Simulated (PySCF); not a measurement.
## Sn⁺: excitation energy

Sn⁺ [Kr] 4d10 5s2 5p1 (2P) → Sn⁺ [Kr] 4d10 5s1 5p2 (4P), as a difference of total energies. All numbers are calculated (PySCF 2.14, a scalar-relativistic core potential, in aug-cc-pVDZ-PP with ECP28MDF (5s4p3d, 32 functions)). Correlated levels: valence: 4s2 4p6 4d10 frozen. The calculations carry no spin-orbit coupling.

```csv
method,excitation energy (eV)
UHF,4.250
MP2 (valence),4.829
SCS-MP2 (valence),5.033
CCSDT (valence),5.122
FCI (valence),5.122
```

Question: Estimate what CCSD (valence) gives.

Answer: 5.107 eV, closest to CCSDT (valence) among the rows shown.

Question: Estimate what CCSD(T) (valence) gives.

Answer: 5.117 eV, closest to CCSDT (valence) among the rows shown.

Errors of the correlated levels include the incompleteness of this basis and the frozen core.

For comparison: 5.753 eV (measured; NIST levels, between the centres of gravity of the two terms).
